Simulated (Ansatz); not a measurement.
(MgO)2 ring (Mg2O2). The state is a singlet with charge 0. Geometry r2SCAN-D4/def2-TZVP, basis def2-TZVP, Ansatz.

```tsv
run	HOMO (eV)	LUMO (eV)
A	-5.93	-2.13
B	-5.41	-2.77
C	-8.15	-0.80
D	-8.16	-1.12
E	-4.39	-3.02
F	-4.59	-2.68
```

HSE06 is defined as in plane-wave codes, on full-range PBE exchange.

The runs used HSE06, r2SCAN, r2SCAN0, revPBE, ωB97M-V, ωB97X-V. Estimate which is which.

A r2SCAN0 (25 % exact exchange); B HSE06 (range-separated); C ωB97X-V (range-separated); D ωB97M-V (range-separated); E revPBE (0 % exact exchange); F r2SCAN (0 % exact exchange). Exact exchange lowers occupied and raises empty levels; among semilocal functionals meta-GGAs tend to open the gap a little, and such runs are hard to tell apart. The gap grows from 1.37 eV (revPBE) to 7.35 eV (ωB97X-V).
